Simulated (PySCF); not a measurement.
# Orbital picture of RbZn⁺

r²SCAN at R = 3.700 Å; PySCF, scalar-relativistic core potentials, basis sets Rb def2-SVP with ECP28, Zn def2-SVP. State: ¹Σ⁺ (singlet), closed shell. Only the outer orbitals are listed, counted within each symmetry, core potentials removing the inner ones.

```tsv
orbital	occ.	ε (eV)	on Rb (%)	main shells (%)
8σ	2	-13.85	0	100 Zn d
4π	2	-13.83	0	100 Zn d
4π	2	-13.83	0	100 Zn d
1δ	2	-13.80	0	100 Zn d
1δ	2	-13.80	0	100 Zn d
9σ	2	-9.65	10	90 Zn s
10σ	0	-5.12	75	78 Rb s, 23 Zn p
5π	0	-4.04	48	52 Zn p, 24 Rb d, 24 Rb p
5π	0	-4.04	48	52 Zn p, 24 Rb d, 24 Rb p
```

**Question.** Which are the highest filled and the lowest empty level, where do they sit, and how wide is the gap?

**Answer.** Highest filled 9σ at -9.65 eV (in %: 90 Zn s); lowest empty 10σ at -5.12 eV (in %: 78 Rb s, 23 Zn p); the gap at r²SCAN is 4.53 eV.

* bond order (Mayer): 0.35
* ⟨S²⟩: 0.000
* charge on Rb (Mulliken, basis-dependent): 0.81
* charge on Rb (Löwdin, basis-dependent): 0.65
* dipole moment (positive dipole points towards Zn; it is taken about the centre of mass and depends on that origin): -5.45 D

Closed-shell solutions of metal pairs were not tested for spin polarisation, which can lower them a little.
